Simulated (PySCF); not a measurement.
CH3BO, SMILES [O+]#C[BH3-].

Geometry optimised at B3LYP-D3(BJ)/def2-TZVP.

Two levels are set side by side: TDA-PBE/def2-SVPD (PySCF) and TDA-CAM-B3LYP/def2-SVPD (PySCF). Vertical, same geometry. The lowest singlet is HOMO−1→LUMO 50 %, HOMO→LUMO+1 50 % with PBE and HOMO−1→LUMO 50 %, HOMO→LUMO+1 50 % with the other functional; states are paired by order. Differences are taken from unrounded values.

```csv
quantity,TDA-CAM-B3LYP
lowest singlet excitation (eV),6.47
lowest triplet excitation (TDA) (eV),5.83
first bright state (f over 0.05) (eV),8.70
its oscillator strength,0.79
```

Q: What does TDA-PBE give, and how far is it from TDA-CAM-B3LYP? (The exact figures need the calculation; the answer reports its results.)

A: 
```json
[
 {"quantity": "lowest singlet excitation (eV)", "TDA-PBE": "5.76", "TDA-PBE minus TDA-CAM-B3LYP": "-0.71"},
 {"quantity": "lowest triplet excitation (TDA) (eV)", "TDA-PBE": "5.25", "TDA-PBE minus TDA-CAM-B3LYP": "-0.57"},
 {"quantity": "first bright state (f over 0.05) (eV)", "TDA-PBE": "7.95", "TDA-PBE minus TDA-CAM-B3LYP": "-0.75"},
 {"quantity": "its oscillator strength", "TDA-PBE": "0.05", "TDA-PBE minus TDA-CAM-B3LYP": "-0.74"}
]
```

Functionals without exact exchange tend to place singlet excitations lower, as here. Differences between two approximate levels are no errors against the true value.

Rough cost on one machine, each run with all the roots and properties that it gave: TDA-CAM-B3LYP against TDA-PBE about 2 times.
